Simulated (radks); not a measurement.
The mean radii <r> (bohr) of the occupied orbitals of an atom or ion are listed with their occupations. All-electron calculation, Dirac Kohn-Sham, PBE, spin-unpolarised, spherical densities, point nucleus. Program: a radial shooting solver on a logarithmic mesh with Libxc functionals.

| orbital | occ. | <r> |
|---|---|---|
| 1s1/2 | 2 | 0.03428 |
| 2s1/2 | 2 | 0.1492 |
| 2p1/2 | 2 | 0.1271 |
| 2p3/2 | 4 | 0.1318 |
| 3s1/2 | 2 | 0.4151 |
| 3p1/2 | 2 | 0.4089 |
| 3p3/2 | 4 | 0.4195 |
| 3d3/2 | 4 | 0.3968 |
| 3d5/2 | 6 | 0.4002 |
| 4s1/2 | 2 | 1.045 |
| 4p1/2 | 2 | 1.127 |
| 4p3/2 | 4 | 1.154 |
| 4d3/2 | 3 | 1.460 |
| 5p1/2 | 1 | 2.899 |

Name the element and its charge. Open shells, if any, fill j = l - 1/2 first.

Answer. Z = 43, technetium, charge +3: Tc3+ in [Kr] 4d3 5p1. The 1s radius gives Z: for a bare nucleus <r> = (2 gamma + 1)/(2Z) with gamma = sqrt(1 - (Z/c)^2), 0.03371 bohr for Z = 43, and screening makes it slightly larger (0.03428 here). The occupations add up to 40, and the charge is Z minus that.
